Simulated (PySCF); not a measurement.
Isomers of C7H12BF. Theory: PBE0-D3(BJ)/def2-SVP geometry optimisation, gas phase in PySCF 2.14.0. One conformer each; no zero-point energy, no entropy. No frequencies were run at this level. Point groups hold within 0.08 Å.

Question: Order them by energy at this level, lowest first, and give relative energies in kcal/mol.
A. `[CH2:1]=[CH:2][C@@H:3]1[BH:4][CH2:5][C@H:6]([F:7])[C@@H:8]1[CH3:9]` with C1–C2–C3–B4 -76°, C2–C3–B4–C5 -100°, C3–B4–C5–C6 5°, B4–C5–C6–F7 96°, C5–C6–C8–C9 162°
B. `[CH3:1]/[C:2](=[CH:3]/[F:4])[C@H:5]1[BH:6][CH2:7][CH2:8][CH2:9]1` with C1–C2–C5–B6 -63°, C2–C5–B6–C7 148°, C5–B6–C7–C8 10°, B6–C7–C8–C9 -30°, C7–C8–C9–C5 39°
C. `[F:1]/[CH:2]=[CH:3]\[C@@H:4]1[CH2:5][BH:6][CH2:7][CH2:8][CH2:9]1` with C2–C3–C4–C5 -114°, C3–C4–C5–B6 -164°, C4–C5–B6–C7 20°, C5–B6–C7–C8 -19°, B6–C7–C8–C9 38°
D. `[CH2:1]=[C:2]1[CH2:3][C@@H:4]([B:5]([CH3:6])[CH3:7])[C@H:8]1[F:9]` with C3–C4–B5–C6 13°, C1–C2–C3–C4 151°, C2–C3–C4–B5 -94°, C3–C4–C8–F9 -136°, C1–C2–C8–C4 -152°
E. `[CH3:1]/[C:2](=[CH:3]\[F:4])[C@@H:5]1[BH:6][CH2:7][CH2:8][CH2:9]1` with C1–C2–C5–B6 59°, C2–C5–B6–C7 -146°, C5–B6–C7–C8 -10°, B6–C7–C8–C9 30°, C7–C8–C9–C5 -39°

Answer: C (0.0), B (2.0), A (2.4), E (2.4), D (8.4).

As drawn, the highest has a four-membered ring, which the lowest lacks. Neighbours under 2.5 kcal/mol apart (F/C=C\[C@@H]1CBCCC1 and C/C(=C/F)[C@H]1BCCC1; C/C(=C/F)[C@H]1BCCC1 and C=C[C@@H]1BC[C@H](F)[C@@H]1C; C=C[C@@H]1BC[C@H](F)[C@@H]1C and C/C(=C\F)[C@@H]1BCCC1) can change places with a better method, another conformer or zero-point energy. C/C(=C/F)[C@H]1BCCC1 and C/C(=C\F)[C@@H]1BCCC1 are stereoisomers, 0.4 kcal/mol apart in the conformers taken.

```tsv
SMILES	E (Eh)	E rel (kcal/mol)	dipole (D)	point group	A, B, C (MHz)
F/C=C\[C@@H]1CBCCC1	-397.90040	0.0	1.38	C1	3332, 872.3, 797.7
C/C(=C/F)[C@H]1BCCC1	-397.89727	2.0	1.55	C1	2662, 1002, 897.8
C=C[C@@H]1BC[C@H](F)[C@@H]1C	-397.89659	2.4	1.20	C1	2156, 1487, 1245
C/C(=C\F)[C@@H]1BCCC1	-397.89650	2.4	1.89	C1	3823, 809.7, 786.1
C=C1C[C@@H](B(C)C)[C@H]1F	-397.88703	8.4	1.44	C1	2347, 1248, 1113
```

Q: How do the relative energies change in single points at PBE0/pcSseg-1 (no added dispersion term) on the same geometries?

A: 
```
                      SMILES  PBE0-D3(BJ)/def2-SVP (kcal/mol)  PBE0/pcSseg-1 (kcal/mol)  shift
         F/C=C\[C@@H]1CBCCC1                              0.0                       0.0    0.0
        C/C(=C/F)[C@H]1BCCC1                              2.0                       2.2   +0.2
C=C[C@@H]1BC[C@H](F)[C@@H]1C                              2.4                       2.9   +0.5
       C/C(=C\F)[C@@H]1BCCC1                              2.4                       2.6   +0.2
   C=C1C[C@@H](B(C)C)[C@H]1F                              8.4                       8.1   -0.3
```

Each column counts from its own lowest isomer. The lowest isomer stays, but the order above it changes; the largest shift is 0.5 kcal/mol.

Q: As an exercise, what shares would exp(−E/RT) give at 500 K from these electronic energies alone (no entropy, no degeneracies)?

A: RT = 0.994 kcal/mol: F/C=C\[C@@H]1CBCCC1 76.1 %, C/C(=C/F)[C@H]1BCCC1 10.5 %, C=C[C@@H]1BC[C@H](F)[C@@H]1C 6.9 %, C/C(=C\F)[C@@H]1BCCC1 6.5 %, C=C1C[C@@H](B(C)C)[C@H]1F under 0.1 %.
